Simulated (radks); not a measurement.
Values are calculated unless marked as measured or tabulated.
Valence configurations of Tc II (all share [Kr]). Level of theory: scalar-relativistic Kohn-Sham, SCAN, spin-polarised, spherical densities, finite nucleus; open shells are filled with parallel spins first (spin-orbit coupling, left out, can overturn this in heavy ions); meta-GGA in the generalised Kohn-Sham scheme; Fermi nuclear charge, rms radius 4.4112 fm (a radial shooting solver on a logarithmic mesh with Libxc functionals). Energies are relative to 4d5 5s1; eigenvalues in eV for spin up.

valence          E (eV)  moment (Bohr magnetons)    e(4d)    e(5p)    e(5s)
4d5 5s1           0.000                        6  -15.687        -  -12.580
4d5.5 5s0.5       0.998                        5  -14.170        -  -11.615
4d6               1.722                        4  -12.652        -        -
4d5 5s0.5 5p0.5   2.614                        6  -16.280   -7.743  -12.931
4d5 5p1           5.167                        6  -16.838   -8.015        -
4d4 5s2           6.705                        4  -18.584        -  -13.579
4d4 5s1 5p1       9.413                        6  -19.649   -9.015  -14.520
4d3.5 5s1 5p1.5  15.012                        6  -21.577   -9.824  -15.654
4d3 5s1.5 5p1.5  20.206                        5  -23.088  -10.207  -16.223

NIST lists [Kr] 4d5 5s1 as the ground configuration; this level of theory agrees among the configurations tried. The energies are those of spherical high-spin densities, not of single terms. No valid solution was reached for [Kr] 4d3.5 5s1.5 5p1.
